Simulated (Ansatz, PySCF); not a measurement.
Noncovalent pair: H2 (SMILES [H][H]) (first 2 atoms) with CH2O2 (SMILES O=CO); geometry from B3LYP-D3(BJ)/def2-TZVP, rigid monomers moved along the line of their centres of mass till H2···H7 is 2.46 Å.
(charge 0, multiplicity 1):
```xyz
7

H      0.01501     0.41293    -0.44022
H     -0.07755    -0.19628    -0.01959
O     -0.12630    -1.19428     3.03766
C      0.08253    -0.18793     3.65279
O      0.27865     1.02403     3.11039
H      0.14252    -0.11837     4.74643
H      0.21986     0.93011     2.14419
```

Counterpoise-corrected where a basis set is named; no monomer relaxation.

Cores are frozen in the correlated methods. CBS: X⁻³ extrapolation of the correlation energy, Hartree–Fock from the larger set.

Programs: Ansatz (Gaussian orbitals); PySCF for the dispersion terms. Each number belongs to the level named beside it.

PBE/def2-TZVPPD gives -0.79 kcal/mol for the interaction energy.

### Question
How do the other levels lie against it? Give each less PBE: PBE-D3(BJ)/def2-TZVPPD, r2SCAN/def2-TZVPPD, B3LYP/def2-TZVPPD, wB97M-V/def2-TZVPPD, MP2/CBS(aug-cc-pVDZ, aug-cc-pVTZ), CCSD(T)/CBS(aug-cc-pVDZ, aug-cc-pVTZ).

### Answer
PBE-D3(BJ)/def2-TZVPPD -0.30; r2SCAN/def2-TZVPPD 0.15; B3LYP/def2-TZVPPD 0.39; wB97M-V/def2-TZVPPD -0.01; MP2/CBS(aug-cc-pVDZ, aug-cc-pVTZ) -0.04; CCSD(T)/CBS(aug-cc-pVDZ, aug-cc-pVTZ) -0.10 kcal/mol. 2 of 6 lie above PBE; the widest gap is to B3LYP/def2-TZVPPD.

Ansatz is a program for electronic structure.
